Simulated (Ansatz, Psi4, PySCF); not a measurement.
Species: C2H3N, net charge 0, singlet state. SMILES: [C-]#[N+]C
Geometry from a B3LYP-D3(BJ)/def2-TZVP (Ansatz, an electronic-structure program) optimisation:
```xyz
6

C     -1.1048     0.0069    -0.0265
N      0.3127    -0.0019     0.0075
C      1.4768    -0.0092     0.0354
H     -1.4600    -0.6890    -0.7861
H     -1.4990    -0.2921     0.9445
H     -1.4620     1.0085    -0.2642
```

B3LYP/6-31G* beside other levels, property by property. Set-up: LANL2DZ all-electron up to Ne; UHF or UKS for open shells; no spin-orbit coupling; non-relativistic; 6-31G* and kin with 6d, 5d where marked; atomisation electronic, to ground-state atoms; dispersion terms only where a functional's name holds one; frozen cores in correlated levels. CBS(X,Y): correlation extrapolated as X^-3; Hartree-Fock from the larger set. The bracket is a focal-point correction in the basis named. Ab initio and DFT rows: single points at B3LYP-D3(BJ) geometries (Ansatz), with unscaled harmonic terms from B3LYP/6-31G* at its own minima, enthalpies of formation by atomisation with measured atoms. Anions need diffuse functions, which STO-3G, LANL2DZ, def2-SVP, cc-pVDZ and Pople sets without + lack.

Measured values: CRC Handbook, as tabulated in the package chemicals; NIST CCCBDB, as tabulated in the package chemicals; they hold spin-orbit and core effects, anharmonicity. For [C-]#[N+]C (enthalpy of formation at 298 K) the tabulated value and CCSD(T)/CBS(cc-pVTZ,cc-pVQZ) (Ansatz) part by 5.8 kcal/mol: another conformer or state, missing terms or a fault of the table's entry are possible. Coupled cluster (Ansatz) is a level with limits of its own, used here on species with T1 under 0.025 (0.045 for open shells) and stable references: (a) RI-MP2/CBS(aug-cc-pVTZ,aug-cc-pVQZ)+[CCSD(T)-MP2]/aug-cc-pVTZ; (b) CCSD(T)/CBS(cc-pVTZ,cc-pVQZ).

```
property                                                                        B3LYP/6-31G* (Ansatz)  B3LYP/LANL2DZ (Ansatz)  M06-2X/6-31G* (5d) (PySCF)  wB97X-D/6-31G* (Psi4)            to compare with
------------------------------------------------------------------------------  ---------------------  ----------------------  --------------------------  ---------------------  -------------------------
deprotonation enthalpy (C-H bond) at 298 K, to [C-]#[N+][CH2-] + H+ (kcal/mol)                  399.3                   390.6                       397.9                  401.0  383.3 coupled cluster (a)
size of the dipole moment (D)                                                                    3.66                    4.01                        3.62                   3.68              3.85 measured
atomisation energy (kcal/mol)                                                                   588.8                   560.3                       591.0                  587.7  589.5 coupled cluster (b)
C-H bond dissociation enthalpy at 298 K, to [C-]#[N+][CH2] + H atom (kcal/mol)                   92.2                    92.5                        95.4                   93.9   96.7 coupled cluster (a)
enthalpy of formation at 298 K (kcal/mol)                                                        45.5                    74.0                        43.4                   46.6              39.1 measured
```

As the rows show:
- deprotonation enthalpy (C-H bond) at 298 K, to [C-]#[N+][CH2-] + H+: B3LYP/6-31G* lies 16.0 kcal/mol above coupled cluster.
- size of the dipole moment: B3LYP/6-31G* lies 0.19 D below the measured value.
- atomisation energy: B3LYP/6-31G* lies 0.7 kcal/mol below coupled cluster.
- C-H bond dissociation enthalpy at 298 K, to [C-]#[N+][CH2] + H atom: B3LYP/6-31G* lies 4.5 kcal/mol below coupled cluster.
- enthalpy of formation at 298 K: B3LYP/6-31G* lies 6.4 kcal/mol above the measured value.

The properties are those with a value to compare with, at most eight drawn at random. No case is left out for the size of its miss. Left out are saddle points of the reference geometry, anions that the best level run finds unbound, excited spin states, species near biochemistry, cases with under five habitual levels, runs that failed or whose electronic state is in doubt, and table entries that another table contradicts.
